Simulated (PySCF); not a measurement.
## EPR parameters of C7H11Si

Compound: C7H11Si (doublet state).
SMILES with atom numbers: `[CH2:1]=[C:2]1[SiH:3][C@@:4]1([CH3:5])/[CH:6]=[CH:7]\[CH3:8]` (hydrogens: H9, H10 on C1; H11 on Si3; H12, H13, H14 on C5; H15 on C6; H16 on C7; H17, H18, H19 on C8)

Cartesian coordinates in Å at the GFN2-xTB level; atoms count from 1:
```xyz
19
C7H11Si angstrom
C     -2.7162    1.1658    0.7316
C     -1.9383    0.4774   -0.0771
Si    -1.4573   -0.3616   -1.6476
C     -0.4998   -0.0207    0.0143
C     -0.3244   -1.1989    0.9515
C      0.5272    1.0300    0.0631
C      1.8480    0.8875   -0.0242
C      2.5943   -0.3915   -0.2292
H     -2.3856    1.4777    1.7138
H     -3.7218    1.4487    0.4596
H     -2.0417   -1.6809   -1.8855
H     -1.2397   -1.7885    0.9786
H     -0.1211   -0.8406    1.9613
H      0.4928   -1.8521    0.6570
H      0.1318    2.0362    0.1494
H      2.4656    1.7733    0.0475
H      3.5217   -0.2019   -0.7665
H      2.8539   -0.8488    0.7271
H      2.0010   -1.1018   -0.8017
```

The hyperfine couplings belong to this conformer and change with its torsions.

Method used: UKS B3LYP, pcH-1 on C H Si, non-relativistic, mean-field spin-orbit, GIAO (PySCF 2.14.0). Isolated species at its GFN2-xTB geometry (one conformer only). GFN2-xTB frequencies show an imaginary mode (34i cm⁻¹), so this geometry is no minimum at that level. Couplings are sensitive to structure, and on GFN2-xTB geometries they can be far from those on DFT ones, by a factor of two or more for some ions and for spin on atoms past the first row. Stability of the SCF solution: not tested.

```
g1, g2, g3        : 2.00188, 2.00392, 2.00922
g_iso             : 2.00501
Form of g         : rhombic: the two nearest values differ by 28 % of g3 − g1
⟨S²⟩              : 0.7534 (exact 0.7500)
α and β electrons : 34, 33
Total energy      : -562.75161 Eh
```

Isotropic coupling and dipolar principal values T1 to T3, in mT (MHz turned into mT with g_iso):

| atom | isotope | a_iso | of which spin–orbit | T1 | T2 | T3 | Mulliken spin population |
| --- | --- | --- | --- | --- | --- | --- | --- |
| C1 | 13C | 0.11 | 0.00 | -0.25 | -0.23 | 0.48 | 0.09 |
| C2 | 13C | -0.20 | 0.00 | -0.35 | 0.00 | 0.35 | -0.03 |
| Si3 | 29Si | -20.96 | 0.02 | -5.23 | 2.47 | 2.76 | 0.79 |
| C4 | 13C | 0.41 | 0.00 | -0.37 | -0.36 | 0.73 | 0.09 |
| C5 | 13C | -0.04 | 0.00 | -0.04 | -0.03 | 0.07 | -0.01 |
| C6 | 13C | -0.12 | 0.00 | -0.02 | -0.02 | 0.04 | -0.01 |
| C7 | 13C | 0.07 | 0.00 | -0.03 | -0.02 | 0.05 | 0.00 |
| C8 | 13C | -0.01 | 0.00 | -0.01 | -0.01 | 0.02 | 0.00 |
| H9 | 1H | 0.03 | 0.00 | -0.11 | -0.06 | 0.17 | 0.00 |
| H10 | 1H | 0.18 | 0.00 | -0.10 | -0.03 | 0.13 | 0.00 |
| H11 | 1H | 4.91 | 0.00 | -0.26 | 0.02 | 0.24 | 0.06 |
| H12 | 1H | 0.00 | 0.00 | -0.07 | -0.04 | 0.11 | 0.00 |
| H13 | 1H | 1.09 | 0.00 | -0.05 | -0.03 | 0.08 | 0.01 |
| H14 | 1H | 0.45 | 0.00 | -0.06 | -0.05 | 0.11 | 0.00 |
| H15 | 1H | 0.13 | 0.00 | -0.06 | -0.04 | 0.10 | 0.00 |
| H16 | 1H | 0.02 | 0.00 | -0.03 | -0.02 | 0.05 | 0.00 |
| H17 | 1H | 0.00 | 0.00 | -0.02 | -0.02 | 0.04 | 0.00 |
| H18 | 1H | 0.02 | 0.00 | -0.02 | -0.02 | 0.04 | 0.00 |
| H19 | 1H | 0.02 | 0.00 | -0.05 | -0.04 | 0.08 | 0.00 |

The Mulliken spin populations are largest on Si3 (+0.79), C1 (+0.09), C4 (+0.09) and H11 (+0.06). No atom but Si3 exceeds +0.15. The angles at Si3 add up to 283.3°, so it is pyramidal.

Axes: g3 points within 12° of the Si3–H11 bond.

Under fast tumbling the dipolar parts average out, and these isotropic splittings remain: 1 × 1H (H11, I = 1/2, 2 lines) with 4.91 mT, 3 × 1H (H12/H13/H14, I = 1/2, 4 lines) with 0.51 mT, 1 × 1H (H10, I = 1/2, 2 lines) with 0.18 mT and 1 × 1H (H15, I = 1/2, 2 lines) with 0.13 mT.

Nuclei that the bonding pattern makes equivalent are averaged, as if the motion that swaps them (rotation, inversion, ring flip) were fast. The three 1H nuclei of mean +14.4 MHz run from 0.0 to 30.6 MHz in the frozen geometry.

The 13C coupling of C4 (11.5 MHz) shows only in satellite lines or after enrichment, since that isotope makes up about 1.07 % of natural carbon.

The 29Si coupling of Si3 (-588.3 MHz) shows only in satellite lines or after enrichment, since that isotope makes up about 4.7 % of natural silicon.
